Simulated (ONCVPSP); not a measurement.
# Which setting gave this result? (sulfur, ONCV)

Base potential:

```
Element                 : S (Z = 16)
Generator               : ONCVPSP 4.0.1
Type                    : optimised norm-conserving Vanderbilt (ONCV)
Functional              : BLYP
Relativity              : scalar-relativistic
Frozen core             : [Ne]
Valence charge          : 6
Reference configuration : 3s2 3p2 (charge +2)
Partial waves           : 3s: rc 1.45 bohr, ncon 4, nbas 8, qcut 5.6 1/bohr, 3 projectors, debl 3 Ha; 3p: rc 1.40 bohr, ncon 3, nbas 8, qcut 5 1/bohr, 2 projectors, debl 2.8 Ha; d scattering state at 0.1 Ha: rc 1.25 bohr, ncon 4, nbas 8, qcut 7.1 1/bohr, 3 projectors, debl 2 Ha
Local potential         : polynomial inside 1.15 bohr (lpopt 5, dvloc0 -1 Ha)
Core correction         : Teter function, fcfact 5.25, rcfact 1.2
```

Cutoffs, loose and tight: the cutoffs (Ha) at which the residual kinetic energy of the hardest occupied pseudo-wave falls to 1 and 0.1 mHa per electron. They do not see the model core or the augmentation charge, which bear on the density cutoff. Test errors are all-electron minus pseudo excitation energies from the reference, over the configurations 3s2 3p4; 3s2 3p3; 3s2 3p1; 3s0 3p6; variants that change the core or the reference have their own tests.

Only the s radius is moved (1 further runs of the sweep failed or gave no value and are left out):

| s radius (bohr) | cutoff, loose | cutoff, tight | bound ghosts | largest test error (meV) |
| --- | --- | --- | --- | --- |
| 1.16 | 22 Ha | 123 Ha | s, d | +20 |
| 1.34 | 14 Ha | 26 Ha | s, d | +20 |
| 1.56 | 13 Ha | 26 Ha | d | +21 |
| 1.76 | 12 Ha | 26 Ha | d | +24 |
| 2.1 | 10 Ha | 26 Ha | d | +33 |

Question: One more run gave cutoff, loose: 11 Ha; cutoff, tight: 26 Ha; bound ghosts: d; largest test error (meV): +27. Which value of the s radius was used?

Answer: 1.94 bohr. The loose cutoff moves one way along this sweep, from 22 Ha at 1.16 to 10 Ha at 2.1 bohr, which places the run between 1.76 and 2.1 bohr.
